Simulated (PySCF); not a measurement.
Gas-phase XPS of `[CH3][GeH2][SH]`, computed

Species: CH6GeS.
Z-matrix (Å and degrees, PBE0-D3(BJ)/def2-SVP geometry), rows numbered from 1:
```
C 
Ge  1  1.9484
S   2  2.2346  1  110.67
H   1  1.0994  2  110.22  3    64.58
H   1  1.0989  2  109.64  3   -55.10
H   1  1.1003  2  110.35  3  -175.34
H   2  1.5422  1  110.98  3  -121.89
H   2  1.5384  1  111.64  3   114.81
H   3  1.3511  2   94.70  1   -64.96
```

The calculation used delta-SCF UKS SCAN, pcX-2 on the ionised atom, pcseg-1 elsewhere, spin-free X2C (PySCF 2.14.0). Binding energies are ΔSCF values: E(core-ionised, relaxed orbitals) − E(ground state) at a fixed geometry, referred to the vacuum level.

Problem. List the computed XPS lines with their assignment.

Solution. 
```json
{"atom(s)": "S3", "environment": "sulfur bonded to Ge and H", "level": "S 1s", "binding energy (eV)": "2476.84", "count": "1"}
{"atom(s)": "C1", "environment": "sp3 carbon bound to germanium", "level": "C 1s", "binding energy (eV)": "290.50", "count": "1"}
```

Problem. What is the longest wavelength that can ionise C 1s of C1 vertically?

Solution. λ = hc/E = 12398.42 eV Å / 290.50 eV = 42.680 Å.

Not every level is listed. No level of germanium is listed. One conformer (not necessarily the lowest) at the PBE0-D3(BJ)/def2-SVP geometry, without solvent, vibrations or thermal averaging.
